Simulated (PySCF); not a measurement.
Compound: C6H13As.
Cartesian coordinates in Å at the PBE0-D3(BJ)/def2-SVP level; atoms count from 1:
```
atom  x, y, z in Å
C1     2.6004   -0.7047   -0.9112
C2     1.8563    0.1777   -0.2422
C3     0.8023   -0.1756    0.7616
C4    -0.6398    0.1649    0.3237
C5    -0.8020    1.6584    0.0418
C6    -1.0449   -0.6542   -0.8957
As7   -1.7955   -0.2415    1.9139
H8     3.3593   -0.3863   -1.6309
H9     2.4807   -1.7826   -0.7583
H10    2.0169    1.2466   -0.4287
H11    0.8645   -1.2545    0.9838
H12    1.0186    0.3556    1.7068
H13   -0.4846    2.2748    0.8982
H14   -1.8503    1.9091   -0.1849
H15   -0.2023    1.9593   -0.8327
H16   -2.0832   -0.4418   -1.1925
H17   -0.3907   -0.4183   -1.7525
H18   -0.9626   -1.7349   -0.7029
H19   -1.7190   -1.7599    1.7667
H20   -3.1151   -0.1767    1.1480
```

Computed, not measured: TDDFT PBE0/def2-SVPD, vertical, gas phase, core orbitals frozen in the response in PySCF 2.14.0, density-fitted response routines. The PBE0/def2-SVPD calculation is non-relativistic and has no spin–orbit coupling, an omission that weighs most on arsenic.

Transition dipole moments from the ground state, in atomic units and in the frame of the coordinates above (overall signs are arbitrary), for the states with f of 0.002 or more among the lowest 7:

```
state  E (eV)      μx      μy      μz
   S1   5.896  -0.598  -0.266   0.244
   S2   6.434   0.042  -0.252  -0.418
   S3   6.583  -0.391   0.272   0.086
   S4   6.699   0.678  -0.303  -0.454
   S5   6.870   0.352   0.028  -0.917
   S6   7.152   0.441  -0.214  -0.750
   S7   7.218   0.190  -0.170  -0.134
```

Task: What oscillator strength does each state have?

Result: f = (2/3) ΔE |μ|² with ΔE in hartree (27.2114 eV).

```
state  |μ|² (au)  |μ| (D)      f
   S1      0.489     1.78  0.071
   S2      0.240     1.24  0.038
   S3      0.234     1.23  0.038
   S4      0.757     2.21  0.124
   S5      0.967     2.50  0.163
   S6      0.803     2.28  0.141
   S7      0.083     0.73  0.015
```

Task: Which bond between heavy atoms lies closest to the direction of the S5 transition dipole?

Result: C4–As7, at 18° from it; next C2–C3 at 28°.

Task: What angle do the transition dipoles of S1 and S6 make?

Result: |cos θ| = |μa·μb| / (|μa| |μb|) = 0.62, so θ ≈ 52° (taken between 0 and 90°, since the signs are arbitrary).

Task: What peak molar absorption coefficient would the strongest computed level give as a lone Gaussian band 0.4 eV wide at half height?

Result: ε(max) = 2.175×10⁸ f / FWHM, with the width in cm⁻¹. S5: 2.175×10⁸ × 0.1627 / 3226 ≈ 11000 L mol⁻¹ cm⁻¹.

The vertical ionisation energy (ΔSCF) is 8.86 eV, 1.64 eV above S7.

One conformer stands for the species.
